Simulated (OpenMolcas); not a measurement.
**What dynamic correlation does to the levels of Cd II**

```yaml
Program: OpenMolcas
Basis: ANO-RCC-VDZP [6s5p3d1f]
Scalar_Hamiltonian: DKH2, point nucleus
Active_space: 1 electron in 9 orbitals (RAS2 5s 5p; RAS3 5d, at most 1 electron)
State_averaging: 2S+1 = 2 even, 1 root; 2S+1 = 2 odd, 3 roots
Spin-orbit_coupling: state interaction with AMFI integrals over the reference wave functions, term energies averaged over their components
```

Methods on the same reference wave functions:
A. RASSCF
B. SS-RASPT2, IPEA 0.25 Eh, imaginary shift 0.1 Eh (closed shells correlated: 4d)

Energies in eV above 5s 2S 1/2, the measured ground level; measured values from NIST Handbook of Basic Atomic Spectroscopic Data.

```
     Level       A       B  Measured
 5s 2S 1/2  0.0000  0.0000    0.0000
5p 2P* 1/2  5.0749   5.558    5.4722
5p 2P* 3/2  5.3077   5.791    5.7800
```

Deviations, from unrounded energies. A percentage is the sum of absolute deviations over the sum of measured energies, with the sign that they share, or ± where signs differ.

```csv
Against measurement,Levels,A,B
mean absolute deviation (cm-1),2,3500,390
other configurations (%),2,-7.7,+0.9
```

B lies closest to measurement on these levels. The largest miss of B in the table is 5p 2P* 1/2, by +690 cm-1. The ranking rests on the paired levels alone, and a cruder setting can come out closer through cancelling errors.

The lowest spin-free term lies below A's lowest term by 0.268 hartree in B.

With one active electron outside closed inactive shells, the extra shells (5d) add no correlation to the reference. With one active electron the reference holds no correlation, so core polarisation is missing (holds for A). With one active electron, CASPT2 adds the correlation within the correlated inactive shells and between them and that electron, and leaves the splitting within a term as the reference gives it (holds for B). Computed and measured levels are paired by configuration, term and J; levels that our copy of the source lacks, or whose pairing is in doubt (as where it misses far off the trend of its configuration), stay unpaired and out of the deviations. Levels of configurations outside the active space are missing.

* marks odd parity.
